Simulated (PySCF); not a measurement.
Compound: tert-butyl ethyl sulfide, C6H14S.
Atom-mapped SMILES: `[CH3:1][CH2:2][S:3][C:4]([CH3:5])([CH3:6])[CH3:7]` (hydrogens: H8, H9, H10 on C1; H11, H12 on C2; H13, H14, H15 on C5; H16, H17, H18 on C6; H19, H20, H21 on C7)

Geometry (PBE0-D3(BJ)/def2-SVP, Å), atoms numbered from 1 in this order:
```
atom  x, y, z in Å
C1     3.4526    0.0334    0.8012
C2     2.0500   -0.2069    0.2700
S3     0.9328    1.0427    0.9651
C4    -0.6998    0.6424    0.2014
C5    -1.6448    1.6863    0.7932
C6    -0.6362    0.7902   -1.3150
C7    -1.1512   -0.7594    0.5972
H8     3.4769   -0.0303    1.8997
H9     4.1500   -0.7173    0.4008
H10    3.8202    1.0300    0.5131
H11    2.0429   -0.1413   -0.8295
H12    1.7036   -1.2141    0.5505
H13   -1.3261    2.7058    0.5273
H14   -1.6798    1.6119    1.8908
H15   -2.6643    1.5319    0.4050
H16    0.0351    0.0467   -1.7703
H17   -1.6372    0.6390   -1.7530
H18   -0.2814    1.7924   -1.5965
H19   -2.1675   -0.9524    0.2145
H20   -0.4915   -1.5340    0.1788
H21   -1.1643   -0.8724    1.6911
```

Theory: PBE0-D3(BJ)/def2-SVP geometry optimisation, gas phase in PySCF.

Take the most abundant isotopes and a rigid rotor. The values belong to one conformer with, in the numbering `[CH3:1][CH2:2][S:3][C:4]([CH3:5])([CH3:6])[CH3:7]`, C1–C2–S3–C4 179°.

(1) Give the principal moments of inertia and the rotational constants in MHz.

(2) What kind of rotor is it?

(3) What does the inertial defect say?

(4) Give the other two planar moments, Paa and Pbb, and the rms extents of the mass along the axes.

(5) Which lines would a microwave search look for?

Results:

(1) Ia = 137.38, Ib = 402.33, Ic = 422.03 u·Å²; 505379 MHz·u·Å²/I gives A = 3679, B = 1256, C = 1197 MHz.

(2) A near-prolate asymmetric top: κ = (2 × 1256 − 3679 − 1197)/(3679 − 1197) = -0.95.

(3) Not planar: Δ = Ic − Ia − Ib = -117.68 u·Å². For a rigid frame Δ = −2 Σ m c², so Σ m c² = 58.84 u·Å² lies off the ab plane: 20.90 from hydrogen and 37.94 from heavier atoms. The atom farthest from that plane is 2.17 Å away.

(4) Paa = Σ m a² = (Ib + Ic − Ia)/2 = 343.49 and Pbb = Σ m b² = (Ia + Ic − Ib)/2 = 78.54 u·Å². With the mass M = 118.08 u, the rms extents √(P/M) along a, b and c are 1.71, 0.82, 0.71 Å.

(5) The dipole components are |μa| = 0.33 D, |μb| = 1.48 D, |μc| = 0.00 D. The squared components, which scale the intensities, stand as 0.05 : 1.00 : 0.00 (a : b : c). Some lines, for components of 0.1 D or more:

```
type  branch         J(Ka,Kc)    MHz  lower level (cm⁻¹)
   a       R  1(0,1) ← 0(0,0)   2454               0.000
   b       Q  1(1,0) ← 1(0,1)   2481               0.082
   b       R  2(0,2) ← 1(1,1)   2484               0.163
   b       Q  2(1,1) ← 2(0,2)   2541               0.245
   a       R  2(1,2) ← 1(1,1)   4849               0.163
   b       R  1(1,1) ← 0(0,0)   4876               0.000
   a       R  2(0,2) ← 1(0,1)   4906               0.082
   a       R  2(1,1) ← 1(1,0)   4966               0.165
   b       Q  2(2,0) ← 2(1,1)   7268               0.330
   b       R  2(1,2) ← 1(0,1)   7271               0.082
   b       Q  2(2,1) ← 2(1,2)   7443               0.324
   b       R  2(2,1) ← 1(1,0)  12233               0.165
   b       R  2(2,0) ← 1(1,1)  12293               0.163
```

No frequency check. Zero-point vibration and centrifugal distortion are left out. A rigid rotor knows nothing of internal rotation, which can split or shift real lines.

On an Arm Neoverse V1 with one thread, on a shared host, this took 75 s and 0.80 GiB of memory at its peak. These figures are those of the optimisation.
